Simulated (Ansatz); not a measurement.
The cluster K₂H₃, relaxed as a doublet with UKS PBE0-D4/def2-TZVP in Ansatz, starting from the GFN1-xTB geometry. Force threshold 0.02 eV/Å.

The structure comes from a short search, and lower isomers may exist.

Start:

```xyz
5

K    -0.605   -1.077   -0.447
K     0.644    1.502    1.653
H    -0.267   -0.714   -2.620
H    -1.151   -0.079    1.714
H     1.378    0.369   -0.301
```

```tsv
step	energy (eV)	largest force component (eV/Å)	SCF passes
1	-32685.1904	0.690	31
2	-32685.4004	0.219	34
3	-32685.5078	0.256	31
4	-32685.6238	0.279	30
5	-32685.7567	0.359	29
6	-32685.9255	0.528	30
7	-32686.2207	0.972	30
8	-32686.8600	1.175	41
9 (rejected)	-32684.9194	16.270	45
10	-32687.0400	0.423	60
11	-32687.1226	0.239	38
12	-32687.2121	0.172	33
13	-32687.2830	0.097	32
14	-32687.3123	0.298	31
15	-32687.3298	0.058	31
16	-32687.3349	0.050	32
17 (rejected)	-32687.2787	1.580	31
18	-32687.3392	0.139	32
19	-32687.3409	0.427	32
20	-32687.3494	0.028	32
21	-32687.3511	0.011	28
22	-32687.3516	0.187	31
23	-32687.3522	0.048	27
24	-32687.3524	0.003	28
25	-32687.3527	0.088	28
26	-32687.3528	0.021	28
27	-32687.3529	0.008	27
28	-32687.3529	0.016	28
```

Force components are those of the run's own axes.

End:

```xyz
5

K    -1.7334   -1.9971    0.2103
K     0.7009    1.8429    1.7924
H     0.9582    0.1422   -1.8639
H    -0.5427   -0.0834    1.0562
H     0.6169    0.0953   -1.1950
```

Bonds lost: K1–H3, K1–H5, K2–H5 (atoms count from 1). Metal–metal contacts that move far: K1–K2 3.55 to 4.81 Å. The end holds 2 separate pieces.

The force fell under the threshold at step 21, but the optimiser went on. No frequencies were taken in this run, so the end may be a saddle point.

It took 3.9 min on 4 threads of Intel Xeon on a shared host.
